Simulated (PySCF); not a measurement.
Isomers of C7H5Cl3, one conformer each; single-point electronic energies without zero-point terms and without any empirical dispersion term.

Level: wB97X-D/def2-SVPD in PySCF, non-relativistic, each on one gas-phase PBE0-D3(BJ)/def2-SVP geometry that isn't relaxed in the solvent. The solvent is an IEF-PCM continuum (Bondi radii, 1.10 Å for H, scaled by 1.2). The model holds no explicit solvent molecules, cavitation or dispersion.

```json
{"isomer": "`C=C1C=C(C(Cl)Cl)C=C1Cl`", "relative energy, gas (kcal/mol)": "0.0", "dipole (D)": "3.06"}
{"isomer": "`C=C1C=CC(C(Cl)(Cl)Cl)=C1`", "relative energy, gas (kcal/mol)": "8.2", "dipole (D)": "3.14"}
{"isomer": "`C#C[C@H]1CC=C1C(Cl)(Cl)Cl`", "relative energy, gas (kcal/mol)": "54.9", "dipole (D)": "2.35"}
```

Task: How do the relative energies look in acetonitrile (ε = 35.69)?

Result: 
| isomer | relative energy, solvent (kcal/mol) | E(solvent) − E(gas) (kcal/mol) | dipole in solvent (D) |
| --- | --- | --- | --- |
| `C=C1C=C(C(Cl)Cl)C=C1Cl` | 0.0 | -5.5 | 4.42 |
| `C=C1C=CC(C(Cl)(Cl)Cl)=C1` | 9.5 | -4.2 | 4.36 |
| `C#C[C@H]1CC=C1C(Cl)(Cl)Cl` | 55.4 | -4.9 | 3.28 |

The order is unchanged. Conformers: `[CH2:1]=[C:2]1[CH:3]=[C:4]([CH:5]([Cl:6])[Cl:7])[CH:8]=[C:9]1[Cl:10]` with C3–C4–C5–Cl6 118°. `C=C1C=C(C(Cl)Cl)C=C1Cl` gains most from the continuum, while `C=C1C=CC(C(Cl)(Cl)Cl)=C1` has the largest gas-phase dipole. The gains span 1.3 kcal/mol, the gas-phase energies 54.9 kcal/mol.
